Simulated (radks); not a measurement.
Values are calculated unless marked as measured or tabulated.
Coulomb parameter of the 3d shell of the manganese ion Mn+ in the model configuration [Ar] 3d4 4s1 4p1, as a second difference U = [E(n + 1) + E(n - 1) - 2 E(n)] / (1)^2 with all orbitals relaxed. "Bare": the charge of the atom changes with n. "Screened": the 4p shell takes up the change at fixed total charge, which measures U(3d,3d) + U(4p,4p) - 2 U(3d,4p). Code: a radial shooting solver on a logarithmic mesh with Libxc functionals. Model: Dirac Kohn-Sham, PBE, spin-unpolarised, spherical densities, finite nucleus; open shells are shared between the two j in proportion to 2j + 1; Fermi nuclear charge, rms radius 3.7057 fm.

start: configuration [Ar] 3d4 4s1 4p1; E - E(n) (eV) 0.000
bare +1: configuration [Ar] 3d5 4s1 4p1; E - E(n) (eV) -14.605
bare -1: configuration [Ar] 3d3 4s1 4p1; E - E(n) (eV) 29.561
screened +1: configuration [Ar] 3d5 4s1; E - E(n) (eV) -10.046
screened -1: configuration [Ar] 3d3 4s1 4p2; E - E(n) (eV) 15.344

U(bare) = 14.955 eV, U(screened by 4p) = 5.298 eV, against the Slater integral F0(3d,3d) = 23.235 eV with frozen orbitals.
